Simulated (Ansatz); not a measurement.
The cluster Zn2Se2⁻. Charge -1, multiplicity 2. Geometry PBE-D4/def2-SVPD, basis def2-TZVPD, Ansatz.

```tsv
atom	x (Å)	y (Å)	z (Å)
Zn1	-1.2588	0.3334	1.1794
Zn2	0.3319	1.7142	-0.2367
Se3	-0.5754	-1.5995	-0.2509
Se4	1.5023	-0.4481	-0.6918
```

```json
{"run": "A", "HOMO (eV)": "-0.48", "LUMO (eV)": "1.39"}
{"run": "B", "HOMO (eV)": "-0.03", "LUMO (eV)": "1.00"}
{"run": "C", "HOMO (eV)": "-0.12", "LUMO (eV)": "1.05"}
{"run": "D", "HOMO (eV)": "-1.44", "LUMO (eV)": "2.00"}
{"run": "E", "HOMO (eV)": "0.22", "LUMO (eV)": "0.74"}
```

HSE06 is defined as in plane-wave codes, on full-range PBE exchange. Another isomer (doublet) lies 1.48 eV lower at PBE0-D4/def2-TZVPD; other spin states weren't run for this one.

HOMO and LUMO are taken over both spins.

**Question.** The runs used CAM-B3LYP, HSE06, PBE, PBE0, r2SCAN. Estimate which is which.

**Answer.** A PBE0 (25 % exact exchange); B r2SCAN (0 % exact exchange); C HSE06 (range-separated); D CAM-B3LYP (range-separated); E PBE (0 % exact exchange). Exact exchange lowers occupied and raises empty levels; among semilocal functionals meta-GGAs tend to open the gap a little, and such runs are hard to tell apart. The gap grows from 0.52 eV (PBE) to 3.44 eV (CAM-B3LYP). At PBE-D4/def2-TZVPD the highest occupied level of the charge -1 doublet lies above zero (up to 0.22 eV). It is a level of α spin, whose loss leaves a singlet; that state wasn't run at this geometry and level. The electron is either unbound and held by the finite basis, or the level is raised by self-interaction error.
